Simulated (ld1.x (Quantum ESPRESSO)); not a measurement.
# Reading a pseudo-wave (Sc)

Columns: radius, all-electron u(r) and pseudo u(r) of the 3d shell (level -4.57 eV) of scandium in the configuration [Ar] 3d1 4s1 4p1; LDA (PZ), scalar-relativistic, TM semilocal scheme, ld1.x (Quantum ESPRESSO) 7.5.

```json
{"r (bohr)": "0.150", "all-electron": "0.0619", "pseudo": "0.0101"}
{"r (bohr)": "0.300", "all-electron": "0.2343", "pseudo": "0.0735"}
{"r (bohr)": "0.450", "all-electron": "0.4167", "pseudo": "0.2125"}
{"r (bohr)": "0.600", "all-electron": "0.5595", "pseudo": "0.4045"}
{"r (bohr)": "0.750", "all-electron": "0.6533", "pseudo": "0.5957"}
{"r (bohr)": "0.900", "all-electron": "0.7041", "pseudo": "0.7339"}
{"r (bohr)": "1.050", "all-electron": "0.7225", "pseudo": "0.7966"}
{"r (bohr)": "1.200", "all-electron": "0.7187", "pseudo": "0.7944"}
{"r (bohr)": "1.350", "all-electron": "0.7005", "pseudo": "0.7542"}
{"r (bohr)": "1.500", "all-electron": "0.6734", "pseudo": "0.7016"}
{"r (bohr)": "1.650", "all-electron": "0.6411", "pseudo": "0.6515"}
{"r (bohr)": "1.800", "all-electron": "0.6061", "pseudo": "0.6083"}
{"r (bohr)": "1.950", "all-electron": "0.5703", "pseudo": "0.5704"}
{"r (bohr)": "2.100", "all-electron": "0.5346", "pseudo": "0.5346"}
{"r (bohr)": "2.250", "all-electron": "0.4999", "pseudo": "0.4999"}
{"r (bohr)": "2.400", "all-electron": "0.4666", "pseudo": "0.4666"}
{"r (bohr)": "2.550", "all-electron": "0.4349", "pseudo": "0.4349"}
{"r (bohr)": "2.700", "all-electron": "0.4049", "pseudo": "0.4049"}
{"r (bohr)": "2.850", "all-electron": "0.3767", "pseudo": "0.3767"}
{"r (bohr)": "3.000", "all-electron": "0.3502", "pseudo": "0.3502"}
{"r (bohr)": "3.150", "all-electron": "0.3253", "pseudo": "0.3253"}
{"r (bohr)": "3.300", "all-electron": "0.3020", "pseudo": "0.3020"}
{"r (bohr)": "3.450", "all-electron": "0.2803", "pseudo": "0.2803"}
{"r (bohr)": "3.600", "all-electron": "0.2599", "pseudo": "0.2599"}
{"r (bohr)": "3.750", "all-electron": "0.2409", "pseudo": "0.2409"}
{"r (bohr)": "3.900", "all-electron": "0.2232", "pseudo": "0.2232"}
```

(1) How many radial nodes do the two functions have?

(2) At about which radius was the pseudo-wave matched?

(3) Where does each function peak?

(4) Is the pseudo-wave norm-conserving?

## Answers

(1) The all-electron 3d function has n − l − 1 = 0; the pseudo-wave has 0.

(2) 2.15 bohr. The columns agree to 0.0005 from 1.95 bohr on; several derivatives are matched, so the curves merge somewhat inside the radius.

(3) Outermost all-electron maximum near 1.05 bohr, pseudo maximum near 1.05 bohr (to the table’s step).

(4) Yes: the TM semilocal scheme keeps the norm inside the radius equal to the all-electron one, which fixes the energy derivative of the logarithmic derivative at the level.
